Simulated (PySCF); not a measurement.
## Antimony: a sound run and one with changed settings

Sound run: Sb²⁺ [Kr] 4d10 5s2 5p1, Sb³⁺ [Kr] 4d10 5s2. All numbers are calculated (PySCF 2.14, scalar relativity through the core potential, in def2-SVP with the def2 core potential (28 electrons)). The sound run starts from symmetry-adapted Hartree-Fock orbitals and uses a fine grid where one is needed.

Changed run: radial step 0.5 in ln r (0.13 in the sound run). This setting is unsound on purpose.

```tsv
species	method	sound run (hartree)	changed run (hartree)	converged
Sb²⁺	UHF	-238.36966	-238.36966	yes
Sb²⁺	r2SCAN	-239.35537	-239.41849	yes
Sb²⁺	B3LYP	-239.35270	-239.37906	yes
Sb³⁺	UHF	-237.48353	-237.48353	yes
Sb³⁺	r2SCAN	-238.44030	-238.50666	yes
Sb³⁺	B3LYP	-238.43977	-238.46660	yes
```

Ionisation energy of Sb²⁺:

```
method  sound run (eV)  changed run (eV)
   UHF          24.113            24.113
r2SCAN          24.900            24.812
 B3LYP          24.842            24.829
```

A coarse radial grid mis-integrates the density and the exchange-correlation energy, with errors of either sign; Hartree-Fock needs no grid.

For comparison, NIST gives 25.323 eV between the lowest levels.
